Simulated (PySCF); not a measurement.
# What a mistake does to a calculation on BH4O2Si anion

These are calculations, not measurements. They come from PySCF 2.14.0, an open-source quantum chemistry program, on an isolated molecule that a program drew, which may never have been made. The molecule is BH4O2Si anion (charge -1, singlet), drawn as the SMILES string `[O-]B[SiH2]O`.

Each row is a Hartree-Fock (HF) and frozen-core CCSD(T) single point in the aug-cc-pV(D+d)Z basis, meant for a local HF minimum. Run 1 is clean. Each other run has one planted mistake out of seven kinds, and not every kind appears here: one electron removed, one electron added, multiplicity raised by two, geometry at a saddle point, minimal basis STO-3G, one bond length entered in bohr, all coordinates scaled. The reference is restricted for singlets and unrestricted otherwise, and also for a bond in bohr. Adding or removing an electron swaps singlet and doublet. Electrons count all cores. HOMO and LUMO are orbital energies over both spins, the gradient is its largest component, and the lowest frequency (negative if imaginary) is given only where the gradient is small. Bond lengths are over the 7 bonds as drawn. T1 is the CCSD diagnostic: over 0.02 (restricted) or 0.045 (unrestricted) a single reference is doubtful.

Geometry of the clean run:
```xyz
8
BH4O2Si anion, angstrom
O     1.1401   -1.8017   -1.4177
B     0.1866   -2.1883   -0.6595
Si   -0.0596   -0.8751    0.9521
O     1.1451    0.2619    0.6538
H    -0.5206   -3.1997   -0.8233
H    -1.3553   -0.1137    1.0976
H     0.1507   -1.3775    2.3603
H     1.5683   -0.0302   -0.1482
```

| run | electrons | basis functions | <S^2> | HOMO (eV) | LUMO (eV) | gradient (hartree/bohr) | lowest frequency (cm^-1) | mean bond (Å) | longest bond (Å) | T1 | HF (hartree) | CCSD(T) (hartree) | mistake |
|---|---|---|---|---|---|---|---|---|---|---|---|---|---|
| 1 | 40 | 137 | 0.000 | -3.70 | 3.92 | 4.1e-05 | 134 | 1.4674 | 2.093 | 0.0186 | -465.78855 | -466.45597 | no fault |
| 2 | 40 | 137 | 0.000 | -3.45 | 3.92 | 5.4e-02 | - | 1.4146 | 2.018 | 0.0176 | -465.77727 | -466.43721 | all coordinates scaled |
| 3 | 39 | 137 | 0.784 | -11.36 | 0.22 | 3.8e-02 | - | 1.4674 | 2.093 | 0.0445 | -465.72496 | -466.35284 | one electron removed |
| 4 | 40 | 137 | 0.686 | -3.32 | 3.85 | 1.4e-02 | - | 1.6593 | 2.853 | 0.0590 | -465.68729 | -466.35758 | ? |

**Which mistake was planted in run 4, and what did it cost?**

The mean bond changes by a factor of 1.131 and the longest by 1.363, so the molecule wasn't scaled as a whole. A length L in bohr read as angstrom grows by (1/0.5292 - 1) L = 0.890 L. The 7 bonds together grew by 7 x 0.1919 = 1.343 Å, which gives L = 1.510 Å. That is the length of one of the H-Si bonds, 1.510 Å in the clean geometry. So the mistake is: one bond length entered in bohr. Subtracting run 1 and multiplying by 627.51 kcal/mol a hartree, the energy moved by 63.5 kcal/mol in HF and 61.7 kcal/mol in CCSD(T).

Cautions from the logs. Run 4: T1 is over the limit, so its CCSD(T) energy is less reliable.
